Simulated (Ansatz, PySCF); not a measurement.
This PySCF input computes a CCSD(T)/cc-pVDZ energy:

```python
from pyscf import gto, scf, mp, cc as ccmod

mol = gto.M(
    atom='''
    C     1.96912325   -0.03377675   -0.12648979
    C     0.81105554   -0.26550758    0.08309716
    C    -0.55304095   -0.56051566    0.35014958
    O    -1.41501233    0.60208093   -0.31443698
    H     3.00127502    0.16506653   -0.31263349
    H    -0.82389562   -0.53569568    1.40381369
    H    -0.94333264   -1.43526246   -0.16407876
    H    -0.95157021    1.46230547   -0.28268748
    H    -2.32520489    0.68573853    0.03054012
    ''',
    basis='cc-pvdz',
    charge=1,
    spin=0,
    verbose=4,
)

mf = scf.RHF(mol)
mf.conv_tol = 1e-10
mf.max_cycle = 100
mf.kernel()
mp2 = mp.MP2(mf, frozen=4).run()
cc = ccmod.CCSD(mf, frozen=4)
cc.max_cycle = 100
cc.kernel()
et = cc.ccsd_t()
print(f'E(CCSD(T)) = {cc.e_tot + et:.9f}')
```

**Question.** Write an input for the same energy in Ansatz (an electronic-structure program) and say what it gives.

**Answer.** 
Ansatz 0.2 input:
```yaml
crystal:
  periodic: [false, false, false]
  atoms:
    - {symbol: C, position_ang: [1.96912325, -0.03377675, -0.12648979]}
    - {symbol: C, position_ang: [0.81105554, -0.26550758, 0.08309716]}
    - {symbol: C, position_ang: [-0.55304095, -0.56051566, 0.35014958]}
    - {symbol: O, position_ang: [-1.41501233, 0.60208093, -0.31443698]}
    - {symbol: H, position_ang: [3.00127502, 0.16506653, -0.31263349]}
    - {symbol: H, position_ang: [-0.82389562, -0.53569568, 1.40381369]}
    - {symbol: H, position_ang: [-0.94333264, -1.43526246, -0.16407876]}
    - {symbol: H, position_ang: [-0.95157021, 1.46230547, -0.28268748]}
    - {symbol: H, position_ang: [-2.32520489, 0.68573853, 0.03054012]}
basis:
  gaussian:
    orbitals: cc-pVDZ
total_charge: 1
magnetization: {spin_polarized: false}
correlation: {method: ccsd_t, electrons: outside_noble_gas}
```
It gives -191.65651 Eh, and PySCF -191.65651 Eh, a difference of 0.00 mEh.

It need not be the lowest isomer of its formula.
